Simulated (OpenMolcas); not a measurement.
# Computed levels of Pb

```json
{"Program": "OpenMolcas", "Method": "CASSCF", "Basis": "ANO-RCC-VTZP [8s7p5d3f2g]", "Scalar Hamiltonian": "DKH2, point nucleus", "Active space": "4 electrons in 4 orbitals (6s 6p)", "State averaging": "2S+1 = 3 even, 3 roots; 2S+1 = 1 even, 6 roots kept (CI in the orbitals of an earlier block); 2S+1 = 5 odd, 1 root", "Spin-orbit coupling": "RASSI with atomic mean-field integrals over the reference wave functions, term energies averaged over their components"}
```

Spin-free terms above the lowest, with the occupations of the reference:

```csv
Configuration,Term,E (cm⁻¹),Occupations
6s² 6p²,³P,0.0,6s 1.99 6p 2.02
6s² 6p²,¹D,7589,6s 1.99 6p 2.02
6s² 6p²,¹S,15501,6s 1.94 6p 2.06
6s 6p³,⁵S°,39151,6s 1.00 6p 3.00
```

With spin-orbit coupling, above the lowest level:

| Configuration | Term | J | E (cm⁻¹) | Measured (cm⁻¹) | g | Term weight % | Second |
| --- | --- | --- | --- | --- | --- | --- | --- |
| 6s² 6p² | ³P | 0 | 0.0 | 0.0 |  | 88 | 12 ¹S |
| 6s² 6p² | ³P | 1 | 6598 | 7819 | 1.501 | 100 |  |
| 6s² 6p² | ³P | 2 | 10175 | 10650 | 1.359 | 72 | 28 ¹D |
| 6s² 6p² | ¹D | 2 | 20292 | 21458 | 1.143 | 72 | 28 ³P |
| 6s² 6p² | ¹S | 0 | 28698 | 29467 |  | 88 | 12 ³P |
| 6s 6p³ | ⁵S° | 2 | 48977 |  | 2.002 | 100 |  |

Against the 4 measured excited levels shown (NIST Handbook of Basic Atomic Spectroscopic Data) the mean absolute deviation is 910 cm-1; the largest miss in energy is 6s² 6p² ³P₁: computed 6598, measured 7819 cm⁻¹ (-15.6 %).

Spin-orbit coupling puts the lowest level 9826 cm⁻¹ below the lowest spin-free term.

For ³P the intervals divided by the larger J are 6598.2, 1788.6 cm-1. Landé's interval rule makes them equal in pure LS coupling; they differ by 115 % of their mean. The multiplet is regular.

Terms from blocks run as CI alone lack orbitals of their own. Terms of s pⁿ other than that of highest spin mix with s² pⁿ⁻² d, which this space lacks; all of them can be thousands of cm-1 off, and some have no real level of that name. Spin-orbit splittings of 6p shells tend to come out small when the coupling is added on scalar orbitals. Measured partners are found by configuration, term and J. A level has none where our copy of the source lacks it or the pairing is in doubt (some pairs that miss far off the trend of their configuration count as doubtful), and it then counts in no deviation. Where the source uses jj or jK labels, the order within each J decides. Only configurations of the active space appear. The first state left out of the spin-orbit step lies near 66000 cm-1 above the lowest spin-free state of the reference (among the parities and spins computed), and the list stops at four fifths of that energy or lower.

The RASSCF and RASSI steps took 17 s on 1 thread of Intel(R) Xeon(R) Platinum 8488C (Sapphire Rapids) (shared host); the integral step is not counted.

The term weight is that of the spin-free term in the level, not the purity of its configuration. ° marks odd parity.
